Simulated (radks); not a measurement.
Values are calculated unless marked as measured or tabulated.
Mean orbital radii <r> (bohr) of neutral magnesium, [Ne] 3s2, at several levels of relativity; Dirac values are averaged over j with weights 2j + 1. Spin-unpolarised spherical Kohn-Sham, BLYP, point nucleus unless stated (finite: rms radius 3.057 fm), a radial shooting solver on a logarithmic mesh with Libxc functionals. A level marked "c x" has the speed of light scaled by that factor.

shell	non-rel.	Dirac	Dirac, finite nucleus	Dirac, c x 10	change of magnitude, last against first (%)
1s	0.1309	0.1306	0.1306	0.1309	0.00
2s	0.6998	0.6980	0.6980	0.6998	0.00
2p	0.6903	0.6900	0.6900	0.6903	0.00
3s	3.141	3.136	3.136	3.141	0.00
3p (empty)	4.750	4.757	4.757	4.750	0.00
